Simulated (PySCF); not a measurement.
**MP2, SCS-MP2 and SOS-MP2 from spin components**

System: C₄H₅ (SMILES [CH-]=CC=C), charge -1, singlet, geometry from GFN2-xTB. Level: PySCF with MP2/cc-pVDZ. Sums are taken with unrounded values, so a last digit can differ.

PySCF was given this input:
```python
from pyscf import gto, scf, mp

mol = gto.M(
    atom='''
C     0.681378    1.872858    0.016450
C     0.625982    0.509039    0.003613
C    -0.527155   -0.342904   -0.002228
C    -0.546740   -1.686648   -0.014945
H    -0.390157    2.282348    0.022423
H     1.581379   -0.039362   -0.003452
H    -1.491252    0.172628    0.004542
H     0.366432   -2.267594   -0.022237
H    -1.467193   -2.262090   -0.018615
''',
    basis='cc-pvdz',
    charge=-1,
    spin=0,
    verbose=4,
    max_memory=1800,
)

mf = scf.RHF(mol)
mf.kernel()

pt = mp.MP2(mf, frozen=4)
pt.kernel()
print('E(MP2) = %.10f' % pt.e_tot)
```

It gave an SCF energy of -154.261385 Eh, a same-spin correlation energy of -0.130244 Eh and an opposite-spin one of -0.405653 Eh.

**Question.** Work out the MP2, SCS-MP2 (6/5 and 1/3) and SOS-MP2 (1.3 and 0) correlation and total energies.

**Answer.** MP2: -0.405653 + (-0.130244) = -0.535896 Eh, total -154.797282 Eh, as the program printed. SCS-MP2: 1.2 × (-0.405653) + (-0.130244)/3 = -0.530198 Eh, total -154.791583 Eh. SOS-MP2: 1.3 × (-0.405653) = -0.527349 Eh, total -154.788734 Eh. Opposite spins carry 76 % of the MP2 correlation; same-spin pairs are already kept apart by exchange.
